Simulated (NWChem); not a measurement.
Species: SiH3F; SMILES F[SiH3]

All runs: NWChem. Pople sets run with spherical d functions. STO-3G and 3-21G are far too small for this property and stand as cheap habits. All runs use the structure optimised with PBE-D3(BJ)/def2-SVP. Vertical excitations in the gas phase; the lowest state need not have the same character in each row.

For level PBE0/3-21G, TDA:

- orbital gap (eV) = 10.14

### Question
How do the values read with level PBE0/6-31G*, TDA instead?

### Answer
The orbital gap (eV) is 9.88.
